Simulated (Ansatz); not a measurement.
Stepwise reaction of `[SiH3][SiH]([SiH3])[SiH3]` with water, as a gas-phase model of exchange steps in deposition or etching. ΔE in kJ/mol; ΔG adds harmonic PBE0-D4 terms to CCSD(T)/CBS, at 1 bar.

Computed with Ansatz on PBE0-D4/def2-TZVP structures; ΔE is electronic, products minus reactants. CCSD(T)/CBS is the MP2 limit (def2-TZVPP, def2-QZVPP) plus CCSD(T) − MP2 in def2-TZVPP, frozen cores. This one scheme is used for every species. Functionals use def2-TZVPP. B3LYP here is the variant with VWN-RPA as its local correlation; programs differ in this. One conformer a species, not always the lowest.

```json
{"step": "1", "reaction": "`[SiH3][SiH]([SiH3])[SiH3]` + H₂O → `O[SiH]([SiH3])[SiH3]` + SiH₄", "PBE-D4": "-37.2", "B3LYP-D4": "-58.8", "ωB97M-V": "-60.7", "CCSD(T)/CBS": "-51.9", "ΔG(600 K)": "-53.0"}
{"step": "3", "reaction": "`O[SiH](O)[SiH3]` + H₂O → `O[SiH](O)O` + SiH₄", "PBE-D4": "-108.8", "B3LYP-D4": "-130.5", "ωB97M-V": "-137.4", "CCSD(T)/CBS": "-130.6", "ΔG(600 K)": "-124.3"}
```

Problem. Give the row of step 2, `O[SiH]([SiH3])[SiH3]` + H₂O → `O[SiH](O)[SiH3]` + SiH₄. (Estimate.)

Solution. Computed: 
```csv
step,reaction,PBE-D4,B3LYP-D4,ωB97M-V,CCSD(T)/CBS,ΔG(600 K)
2,`O[SiH]([SiH3])[SiH3]` + H₂O → `O[SiH](O)[SiH3]` + SiH₄,-89.5,-110.2,-116.1,-107.8,-98.3
```

Problem. By hand: ΔE of the 3 steps together at CCSD(T)/CBS.

Solution. (-51.9) + (-107.8) + (-130.6) = -290.3 kJ/mol, or -96.8 kJ/mol a step.

In ΔE each step is lower than the one before. All are downhill at CCSD(T)/CBS. ΔG lies between -124.3 and -53.0 kJ/mol a step. PBE-D4 differs from CCSD(T)/CBS by 14.7 to 21.8 kJ/mol a step. Only this route is followed, and other bonds may react first. Isolated molecules leave out the surface, adducts and barriers. Largest T1 diagnostic: 0.014.
